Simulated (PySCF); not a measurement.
# Bond lengths and vibrations by method: B2ClH2N

These are calculations, not measurements. They come from PySCF 2.14.0, an open-source quantum chemistry program, on an isolated molecule that a program drew, which may never have been made. The molecule is B2ClH2N (charge 0, singlet), drawn as the SMILES string `B=NBCl`.

The geometry was optimised and harmonic frequencies were computed with HF and MP2, all in the cc-pV(D+d)Z basis, for the commonest isotopes, with a restricted reference for singlets and an unrestricted one otherwise, and a frozen core in MP2. Each result is a local minimum of its method.

Geometry at the HF minimum:
```xyz
6
B2ClH2N, angstrom
B    -1.2534   -0.5228   -0.7835
N    -0.9802    0.3333    0.0742
B    -0.6577    1.3074    1.0228
Cl   -1.3358    1.2276    2.6677
H    -1.5114   -1.3294   -1.5915
H     0.0709    2.2208    0.7869
```

Lengths of the bonds as drawn, in Å (atoms numbered as above):
```
  bond     HF    MP2
 B1-N2  1.242  1.269
 N2-B3  1.397  1.415
B3-Cl4  1.781  1.763
 B1-H5  1.170  1.179
 B3-H6  1.192  1.201
```

Rotational constants, in GHz:
```
constant,HF,MP2
A,34.79,34.79
B,2.915,2.887
C,2.69,2.666
```

Harmonic frequencies in cm^-1, each column in rising order, so a row needn't be the same motion in every method:
| rank | HF | MP2 |
|---|---|---|
| 1 | 149 | 137 |
| 2 | 194 | 182 |
| 3 | 426 | 408 |
| 4 | 796 | 703 |
| 5 | 813 | 745 |
| 6 | 839 | 806 |
| 7 | 901 | 853 |
| 8 | 1081 | 1022 |
| 9 | 1248 | 1196 |
| 10 | 2031 | ? |
| 11 | 2773 | 2709 |
| 12 | 3002 | 2917 |

**Estimate the missing MP2 frequency from the HF column.**

A single factor s that minimises the squared misfit of MP2 against s times HF over the other rows is sum(HF x MP2) / sum(HF^2) = 0.9656, with an rms misfit of 27 cm^-1. For rank 10 it gives 0.9656 x 2031 = 1961 cm^-1. The calculation gives 1899 cm^-1, 62 cm^-1 below the estimate. The drawn bonds are on average 0.8 % longer in MP2 than in HF.
